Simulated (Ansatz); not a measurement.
The cluster W₃O₅ (the lowest singlet isomer of a short search), 8 atoms. Hardware: 4 threads of AMD EPYC 9R45 on a shared host.

In the def2 sets W takes a core potential; there is no spin–orbit coupling. Correlated methods freeze 5 core orbitals; core or outer-core shells of W are correlated, in sets that lack core-valence functions.

(1) How many basis functions does each of these Ansatz runs have, and roughly what does it cost? PBE0-D4/def2-TZVP, charge 0 quintet, energy, from earlier orbitals; LC-ωPBE (ω = 0.10 bohr⁻¹)/def2-SVP, charge 0 quintet, energy, from earlier orbitals; PBE-D4/def2-TZVPD, charge 0 singlet, energy, from earlier orbitals; LC-ωPBE (ω = 0.30 bohr⁻¹)/def2-SVP, charge 0 singlet, energy, from earlier orbitals; LC-ωPBE (ω = 0.15 bohr⁻¹)/def2-SVP, charge 0 triplet, energy, from earlier orbitals; B97M-V/def2-TZVP, charge 0 quintet, energy, from earlier orbitals; r2SCAN-D4/def2-SVP, charge 0 triplet, relaxation, 52 steps; r2SCAN-D4/def2-TZVPD, charge -1 doublet at the geometry of the charge 0 singlet, energy, from earlier orbitals; r2SCAN-D4/def2-TZVP, charge 0 quintet, energy, from earlier orbitals; RPA@PBE/def2-TZVP, charge 0 singlet, energy, from earlier orbitals; LDA (SPW92)/def2-TZVP, charge 0 quintet, energy, from earlier orbitals; PBE0-D4/def2-TZVP, charge 0 unrestricted singlet, energy, from earlier orbitals.

Results:

(1) Other jobs shared the machine, so times can vary by a factor of up to 3. A dash marks memory too small to be measured apart from the calling script's.

| run | functions | fitting or Cholesky vectors | wall time | peak host memory (GiB) |
| --- | --- | --- | --- | --- |
| LC-ωPBE (ω = 0.30 bohr⁻¹)/def2-SVP, charge 0 singlet, energy, from earlier orbitals | 166 | 1636 | 2.4 s | – |
| LDA (SPW92)/def2-TZVP, charge 0 quintet, energy, from earlier orbitals | 275 | 1727 | 2.5 s | – |
| PBE-D4/def2-TZVPD, charge 0 singlet, energy, from earlier orbitals | 329 | 1958 | 3.4 s | 0.7 |
| LC-ωPBE (ω = 0.10 bohr⁻¹)/def2-SVP, charge 0 quintet, energy, from earlier orbitals | 166 | 1636 | 4.9 s | – |
| LC-ωPBE (ω = 0.15 bohr⁻¹)/def2-SVP, charge 0 triplet, energy, from earlier orbitals | 166 | 1636 | 8 s | 0.65 |
| r2SCAN-D4/def2-TZVP, charge 0 quintet, energy, from earlier orbitals | 275 | 1727 | 9.5 s | 0.72 |
| PBE0-D4/def2-TZVP, charge 0 quintet, energy, from earlier orbitals | 275 | 1955 | 12 s | 1.3 |
| B97M-V/def2-TZVP, charge 0 quintet, energy, from earlier orbitals | 275 | 1727 | 13 s | 1 |
| RPA@PBE/def2-TZVP, charge 0 singlet, energy, from earlier orbitals | 275 | 2124 | 16 s | 1.2 |
| r2SCAN-D4/def2-TZVPD, charge -1 doublet at the geometry of the charge 0 singlet, energy, from earlier orbitals | 329 | 1958 | 32 s | 1.9 |
| PBE0-D4/def2-TZVP, charge 0 unrestricted singlet, energy, from earlier orbitals | 275 | 1955 | 38 s | 1.4 |
| r2SCAN-D4/def2-SVP, charge 0 triplet, relaxation, 52 steps | 166 | 1636 | 3.8 min | – |
